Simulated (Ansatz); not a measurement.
Program: Ansatz. Geometries: PBE0-D4/def2-TZVP. ΔE: electronic, gas phase. CCSD(T)/CBS adds triple-zeta CCSD(T) − MP2 to the extrapolated MP2 energy (def2 sets, frozen cores). This one scheme is used for every species. DFT in def2-TZVPP. B3LYP here is the variant with VWN-RPA as its local correlation; programs differ in this. Each species was taken in one conformer, which may not be the lowest.

`C[Si](N)(O)F` + `C=C` → `C=C[Si](C)(N)O` + H–F  (formal exchange of groups at the Si–F bond)

```json
{"species": "`C[Si](N)(O)F`", "B3LYP-D4 energy (Eh)": "-561.37969"}
{"species": "`C=C`", "B3LYP-D4 energy (Eh)": "-78.62841"}
{"species": "`C=C[Si](C)(N)O`", "B3LYP-D4 energy (Eh)": "-539.45253"}
{"species": "H–F", "B3LYP-D4 energy (Eh)": "-100.49283"}
```

**Question.** Work out ΔE.

**Answer.** ΔE = (-539.45253) + (-100.49283) − (-561.37969) − (-78.62841) = 0.06274 Eh = +1.71 eV. CCSD(T)/CBS gives +1.66 eV.

Largest T1 diagnostic among the species: 0.011.

From PBE to PBE0 (25 % exact exchange), in def2-TZVPP and without D4, ΔE moves by +0.04 eV. The D4 term adds −0.12 eV with B3LYP and −0.07 eV with PBE0; it sums over pairs of atoms, weighted by their polarisabilities, and B3LYP, whose exchange is more repulsive, gets the larger term.
